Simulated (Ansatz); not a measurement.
Isolated molecules relaxed with PBE0-D4/def2-TZVP in Ansatz; ΔE leaves out vibrations. CCSD(T)/CBS adds triple-zeta CCSD(T) − MP2 to the extrapolated MP2 energy (def2 sets, frozen cores). DFT in def2-TZVPP. For Br outer-core shells are correlated without core-valence functions, which leaves a few kJ/mol of doubt a bond. Scalar relativity is left out up to krypton. One conformer a species, not always the lowest.

Reaction (substitution at a C–C bond): `CC1BO1` + `C=C(O)Br` → `C=C(Br)OC` + `B1CO1`

(1) Is it downhill or uphill in electronic energy at CCSD(T)/CBS, and by how much? (Best estimate.)

(2) What do these levels give: r2SCAN-D4, PBE0-D4, PBE0, HF/def2-TZVPP, SCS-MP2/def2-TZVPP, MP2/def2-QZVPP? (Estimate.)

Largest T1 diagnostic among the species: 0.016.

Answers

(1) Computed: Uphill: ΔE = +53.1 kJ/mol.

(2) Ansatz gave: r2SCAN-D4 53.0, PBE0-D4 55.2, PBE0 56.5, HF/def2-TZVPP 48.6, SCS-MP2/def2-TZVPP 51.9, MP2/def2-QZVPP 56.4 kJ/mol.

In def2-TZVPP, CCSD(T) changes the Hartree–Fock value by +3.2 kJ/mol (the triples alone add −0.8 kJ/mol) and MP2 by +7.0 kJ/mol.
